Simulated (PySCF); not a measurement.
C₂H₆In (SMILES [CH3][In][CH3]), doublet, at a GFN2-xTB geometry (such geometries of metal compounds can be far from the true shape) (the spin is typed, not shown lowest) (core potentials on In).

Here is a job for PySCF.
```python
from pyscf import gto, scf, dft

mol = gto.M(
    atom='''
In    0.22209102    0.00252529    0.26012453
C     0.99515327    0.27581596   -1.99153319
H     1.69127446   -0.51623116   -2.25950421
H     1.47249947    1.24515471   -2.11914099
H     0.10558994    0.21511946   -2.61559874
C    -2.11912037   -0.28868504    0.67609886
H    -2.43430131   -1.17463738    0.12790984
H    -2.62698284    0.58874743    0.27981532
H    -2.34673709   -0.40467801    1.73302269
''',
    basis='def2-svp',
    ecp={'In': 'def2-svp'},
    spin=1,
    verbose=4,
)

mf = dft.UKS(mol)
mf.xc = 'r2scan'
mf.kernel()
mf.analyze()
```

Q: What does this run give for the HOMO energy, number of basis functions, <S^2>, dipole moment, nuclear repulsion energy, total energy?

A: 
The HOMO energy is -4.33 eV and the number of basis functions comes out as 84. The <S^2> is 0.758. The dipole moment is 0.03 D and the nuclear repulsion energy is 107.4701 Eh. The total energy is -269.855649 Ha.

These values belong to the state on which the SCF converged, which isn't shown to be the lowest.
